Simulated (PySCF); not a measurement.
Simulated absorption spectrum

Species: C₈H₈F₆.
Z-matrix (Å and degrees, PBE0-D3(BJ)/def2-SVP geometry), rows numbered from 1:
```
C 
C   1  1.3325
C   2  1.5155  1  126.14
C   3  1.5287  2  105.49  1   176.77
C   4  1.5289  3  103.05  2    26.77
C   5  1.5107  4  114.15  3  -172.06
F   6  1.3337  5  113.11  4    54.56
F   6  1.3401  5  109.37  4   -64.51
F   6  1.3350  5  111.75  4   176.83
C   2  1.5224  1  124.50  3  -178.46
C  10  1.5238  2  110.68  1   -75.73
F  11  1.3367 10  110.16  2    60.36
F  11  1.3339 10  111.94  2   179.05
F  11  1.3364 10  112.48  2   -59.35
H   1  1.0921  2  121.64  3   178.91
H   1  1.0935  2  120.98  3    -1.77
H   3  1.1030  2  109.37  1   -64.33
H   3  1.1000  2  111.96  1    53.79
H   4  1.0984  3  113.60  2   148.22
H   4  1.0996  3  110.99  2   -90.11
H   5  1.1029  4  108.32  3    72.58
H  10  1.1000  2  111.72  1    40.54
```

Level of theory: PySCF 2.14.0, density-fitted response routines, TDDFT B3LYP/def2-SVPD, vertical, gas phase, core orbitals frozen in the response.

Each state is given a Gaussian of 0.3 eV full width at half maximum, with ε(max) = 2.175×10⁸ f / Δν̃ (Δν̃ the width in cm⁻¹). The width is an assumption, not a result. The curve ends short of the highest state used, and states not computed would add to its high-energy end.

```json
{"E (eV)": "6.00", "ε (L mol⁻¹ cm⁻¹)": "30"}
{"E (eV)": "6.04", "ε (L mol⁻¹ cm⁻¹)": "86"}
{"E (eV)": "6.08", "ε (L mol⁻¹ cm⁻¹)": "225"}
{"E (eV)": "6.12", "ε (L mol⁻¹ cm⁻¹)": "533"}
{"E (eV)": "6.17", "ε (L mol⁻¹ cm⁻¹)": "1366"}
{"E (eV)": "6.21", "ε (L mol⁻¹ cm⁻¹)": "2594"}
{"E (eV)": "6.25", "ε (L mol⁻¹ cm⁻¹)": "4465"}
{"E (eV)": "6.29", "ε (L mol⁻¹ cm⁻¹)": "6963"}
{"E (eV)": "6.33", "ε (L mol⁻¹ cm⁻¹)": "9839"}
{"E (eV)": "6.37", "ε (L mol⁻¹ cm⁻¹)": "12598"}
{"E (eV)": "6.41", "ε (L mol⁻¹ cm⁻¹)": "14617"}
{"E (eV)": "6.45", "ε (L mol⁻¹ cm⁻¹)": "15369"}
{"E (eV)": "6.49", "ε (L mol⁻¹ cm⁻¹)": "14646"}
{"E (eV)": "6.54", "ε (L mol⁻¹ cm⁻¹)": "12022"}
{"E (eV)": "6.58", "ε (L mol⁻¹ cm⁻¹)": "9231"}
{"E (eV)": "6.62", "ε (L mol⁻¹ cm⁻¹)": "6523"}
{"E (eV)": "6.66", "ε (L mol⁻¹ cm⁻¹)": "4396"}
{"E (eV)": "6.70", "ε (L mol⁻¹ cm⁻¹)": "3117"}
{"E (eV)": "6.74", "ε (L mol⁻¹ cm⁻¹)": "2733"}
{"E (eV)": "6.78", "ε (L mol⁻¹ cm⁻¹)": "3135"}
{"E (eV)": "6.82", "ε (L mol⁻¹ cm⁻¹)": "4105"}
{"E (eV)": "6.87", "ε (L mol⁻¹ cm⁻¹)": "5641"}
{"E (eV)": "6.91", "ε (L mol⁻¹ cm⁻¹)": "6692"}
{"E (eV)": "6.95", "ε (L mol⁻¹ cm⁻¹)": "7238"}
{"E (eV)": "6.99", "ε (L mol⁻¹ cm⁻¹)": "7107"}
{"E (eV)": "7.03", "ε (L mol⁻¹ cm⁻¹)": "6329"}
{"E (eV)": "7.07", "ε (L mol⁻¹ cm⁻¹)": "5116"}
{"E (eV)": "7.11", "ε (L mol⁻¹ cm⁻¹)": "3766"}
{"E (eV)": "7.15", "ε (L mol⁻¹ cm⁻¹)": "2553"}
{"E (eV)": "7.20", "ε (L mol⁻¹ cm⁻¹)": "1485"}
{"E (eV)": "7.24", "ε (L mol⁻¹ cm⁻¹)": "1043"}
{"E (eV)": "7.28", "ε (L mol⁻¹ cm⁻¹)": "922"}
{"E (eV)": "7.32", "ε (L mol⁻¹ cm⁻¹)": "1041"}
{"E (eV)": "7.36", "ε (L mol⁻¹ cm⁻¹)": "1308"}
{"E (eV)": "7.40", "ε (L mol⁻¹ cm⁻¹)": "1647"}
{"E (eV)": "7.44", "ε (L mol⁻¹ cm⁻¹)": "1999"}
{"E (eV)": "7.48", "ε (L mol⁻¹ cm⁻¹)": "2333"}
{"E (eV)": "7.53", "ε (L mol⁻¹ cm⁻¹)": "2709"}
{"E (eV)": "7.57", "ε (L mol⁻¹ cm⁻¹)": "2964"}
{"E (eV)": "7.61", "ε (L mol⁻¹ cm⁻¹)": "3160"}
{"E (eV)": "7.65", "ε (L mol⁻¹ cm⁻¹)": "3272"}
{"E (eV)": "7.69", "ε (L mol⁻¹ cm⁻¹)": "3299"}
{"E (eV)": "7.73", "ε (L mol⁻¹ cm⁻¹)": "3279"}
{"E (eV)": "7.77", "ε (L mol⁻¹ cm⁻¹)": "3284"}
```

Problem. Locate the maxima and give the states behind the curve.

Solution. 192 nm (6.45 eV), ε about 15000, made up of S1 (100%); 178 nm (6.96 eV), ε about 7300, made up of S2 (100%); 161 nm (7.69 eV), ε about 3300, made up of S5 (77%) (ε in L mol⁻¹ cm⁻¹; maxima over ε = 5, shares over 10%). At its high-energy end, 7.77 eV, the curve is still rising (ε about 3300, from S5, S6 and S7). The states used: S1 6.45 eV (f 0.171); S2 6.96 eV (f 0.081); S3 7.45 eV (f 0.014); S4 7.53 eV (f 0.0040); S5 7.68 eV (f 0.028); S6 7.93 eV (f 0.015); S7 7.99 eV (f 0.028); S8 8.30 eV (f 0.0078); S9 8.31 eV (f 0.0058); S10 8.37 eV (f 0.0089).

Problem. Coming from long wavelengths, where does ε first pass 100 L mol⁻¹ cm⁻¹?

Solution. At about 205 nm (6.05 eV), 0.40 eV below S1.

Problem. What would ε be at 6.45 eV, the highest of these maxima, with half the width (0.15 eV)?

Solution. About 30700 L mol⁻¹ cm⁻¹ against 15400, a factor of about 2.00; a lone state at its own centre would give exactly 2.

Problem. On this curve, what absorbance would a 10⁻⁴ mol/L sample give at 193 nm over a 1 cm path?

Solution. 193 nm is 6.424 eV, where ε is about 15000 L mol⁻¹ cm⁻¹, so A = ε c l ≈ 1.5 (Beer–Lambert, with the gas-phase spectrum and the assumed width).

One conformer stands for the species.
